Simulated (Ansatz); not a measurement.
Geometry optimisation, RKS PBE-D4/def2-SVP in Ansatz.

Input:

```yaml
crystal:
  periodic: [false, false, false]
  atoms:
    - { symbol: O, position_ang: [3.14777, 0.4368, 0.32875] }
    - { symbol: C, position_ang: [1.81716, 0.46328, 0.60452] }
    - { symbol: Si, position_ang: [0.37507, 0.05015, -0.23132] }
    - { symbol: Si, position_ang: [-1.83026, -0.48519, -0.2802] }
    - { symbol: H, position_ang: [3.53288, 1.28869, 0.56951] }
    - { symbol: H, position_ang: [-2.63122, 0.6088, 0.28808] }
    - { symbol: H, position_ang: [-2.19852, -0.64268, -1.69941] }
    - { symbol: H, position_ang: [-2.21288, -1.71985, 0.42007] }
basis:
  gaussian: { orbitals: def2-SVP }
hamiltonian:
  xc: pbe
  dispersion: d4
relax:
  f_tol: 0.015
  max_steps: 40
output:
  orbitals: {}
```

Command:

```bash
$ ansatz run input.yaml --threads 1 --pin off --max-ram 2048MiB --backend cpu --events-out ev --progress --plain --runs-dir out
```

Task: Where does it end, and by what steps?

Result: The run converged. After 36 steps the energy has fallen by 1.315 eV; H6 moved furthest, 1.95 Å. Joined: C2–Si4.

```csv
step,energy less start (eV),largest force component (eV/Å),accepted
0,0.0000,1.588,yes
2,-0.4941,1.412,yes
4,-0.7876,1.107,yes
6,-0.9630,0.461,yes
8,-1.0519,0.758,yes
10,-1.1563,0.962,yes
12,-1.2595,0.785,yes
14,-1.2724,0.365,no
16,-1.2809,0.114,yes
18,-1.2859,0.166,yes
20,-1.2901,0.131,yes
22,-1.2934,0.091,yes
24,-1.2960,0.038,yes
26,-1.2992,0.142,yes
28,-1.3031,0.427,yes
30,-1.3083,0.254,yes
32,-1.3124,0.132,yes
34,-1.3137,0.221,yes
36,-1.3145,0.006,yes
```

```xyz
8
Properties=species:S:1:pos:R:3
O 1.760 0.681 0.836
C 1.243 0.136 -0.236
Si 0.856 -0.658 -1.695
Si -1.006 -0.458 -0.147
H 1.634 1.656 0.826
H -0.916 0.286 1.162
H -2.108 0.217 -0.930
H -1.462 -1.859 0.184
```

The run took 91 s on 1 thread of Arm Neoverse V1, on a shared host, peak memory 0.12 GiB.
